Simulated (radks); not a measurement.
Coulomb parameter of the 3d shell of the nickel ion Ni3+ in the model configuration [Ar] 3d6 4p1, as a second difference U = [E(n + 0.5) + E(n - 0.5) - 2 E(n)] / (0.5)^2 with all orbitals relaxed. "Bare": the charge of the atom changes with n. "Screened": the 4p shell takes up the change at fixed total charge, which measures U(3d,3d) + U(4p,4p) - 2 U(3d,4p). Method: scalar-relativistic Kohn-Sham, PBE, spin-unpolarised, spherical densities, finite nucleus; Fermi nuclear charge, rms radius 3.7757 fm; computed with a radial shooting solver on a logarithmic mesh with Libxc functionals.

case,configuration,E - E(n) (eV)
start,[Ar] 3d6 4p1,0.000
bare +0.5,[Ar] 3d6.5 4p1,-25.527
bare -0.5,[Ar] 3d5.5 4p1,30.823
screened +0.5,[Ar] 3d6.5 4p0.5,-13.107
screened -0.5,[Ar] 3d5.5 4p1.5,14.779

U(bare) = 21.182 eV, U(screened by 4p) = 6.687 eV, against the Slater integral F0(3d,3d) = 29.477 eV with frozen orbitals.
